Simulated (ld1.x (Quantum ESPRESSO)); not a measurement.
# europium: variants of one TM potential

Base potential:

Eu (Z = 63), norm-conserving Troullier–Martins (Kleinman–Bylander form), made with ld1.x (Quantum ESPRESSO) 7.5 (PW91, scalar-relativistic). Core [Kr] 4d10 5s2, reference 4f7 5p6 5d0 6s2 6p0. Waves: 5p (bound): rc 2.40 bohr; 5d (bound, empty): rc 3.30 bohr; 4f (bound): rc 1.50 bohr; 6s (bound): rc 2.75 bohr. Local part: the s channel. Core correction: a·sin(br)/r model core, default radius (core density twice the valence density).

All-electron outer shells of the reference configuration (PW91, scalar-relativistic, ld1.x):

```
shell  level (eV)  outermost node (bohr)  outermost maximum (bohr)
   4d     -134.86                   0.27                      0.57
   5s      -44.72                   0.67                      1.23
   5p      -23.82                   0.72                      1.41
   6s       -3.66                   1.67                      3.60
   4f       -2.77                      –                      0.60
   5d       -1.60                   0.82                      2.16
   6p       -1.23                   2.02                      4.93
```

Cutoffs, loose and tight: the cutoffs (Ry, on a coarse ladder) from which the occupation-weighted sum of valence levels, in a spherical-Bessel basis at the reference potential, stays within 10 and 1 mRy of its value at 400 Ry. They do not see the model core or the augmentation charge, which bear on the density cutoff. Test errors are all-electron minus pseudo excitation energies from the reference, over the configurations 4f7 5p6 5d0 6s1 6p0; 4f7 5p6 5d0 6s0 6p0; 4f6 5p6 5d0 6s0 6p0; 4f7 5p6 5d0 6s0 6p1; 4f7 5p6 5d0.5 6s1.5 6p0; 4f7 5p6 5d0 6s0 6p2; 4f7 5p5 5d0 6s2 6p0. A dash means not determined; rows that change the core or the reference have their own tests. The largest error is taken over the tests solved by every variant that gives reliable tests at all: 4f6 5p6 5d0 6s0 6p0; 4f7 5p5 5d0 6s2 6p0; 4f7 5p6 5d0 6s0 6p0; 4f7 5p6 5d0 6s0 6p2; 4f7 5p6 5d0 6s1 6p0; 4f7 5p6 5d0.5 6s1.5 6p0.

A true bound ghost makes a file unfit for plane-wave use even where its test errors are small: the radial tests pick states by their node count and pass the ghost by.

The default core radius of the base comes out at 0.90 bohr.

On the changes marked as counting shells twice: ld1.x takes every shell without a wave as core, so the model core holds the marked electrons as well and exchange and correlation see them twice. This cancels in the reference configuration, but the file is broken for other ones, and its errors say nothing about a proper core correction.

```csv
change,outcome,"cutoff, loose","cutoff, tight",bound ghosts,largest test error (meV)
base,generated,180 Ry,260 Ry,none,-828
wave 5p (bound): rc 2.40 bohr becomes 5p (bound): rc 3.06 bohr,generated,180 Ry,300 Ry,none,-803
wave 6s (bound): rc 2.75 bohr becomes 6s (bound): rc 3.78 bohr,generated,180 Ry,300 Ry,none,-737
core correction a·sin(br)/r model core inside 0.98 bohr,generated,180 Ry,260 Ry,none,-817
"core [Kr] 4d10, valence charge 17; reference 4f6.5 5s2 5p6 5d0.5 6s2 6p0; waves now 5s (bound): rc 2.10 bohr; 5p (bound): rc 2.50 bohr; 5d (bound): rc 2.70 bohr; 4f (bound): rc 1.40 bohr; local potential all-electron potential smoothed inside 2.35 bohr (lloc = -1); core correction Bessel-smoothed model core inside 0.90 bohr (6s counted twice)","generated, misses its reference levels by 0.29 eV",200 Ry,300 Ry,p,+413
functional PBEsol,generated,180 Ry,260 Ry,none,-824
wave 4f (bound): rc 1.50 bohr becomes 4f (bound): rc 1.54 bohr,generated,180 Ry,260 Ry,none,-799
"all radii but the core radius scaled by about 1.16 (s 3.18, p 2.78, d 3.82, f 1.74 bohr)",generated,140 Ry,230 Ry,none,-675
wave 5d (bound): rc 3.30 bohr becomes 5d (bound): rc 4.64 bohr,generated,180 Ry,260 Ry,none,-828
wave 5d (bound): rc 3.30 bohr becomes 5d (bound): rc 4.12 bohr,generated,180 Ry,260 Ry,none,-828
functional PBE,generated,180 Ry,260 Ry,none,-827
```

What comes out with this change to the base: reference 4f7 5p6 5d0 6s0.5 6p0?

outcome: generated; cutoff, loose: 180 Ry; cutoff, tight: 260 Ry; bound ghosts: none; largest test error (meV): -236.
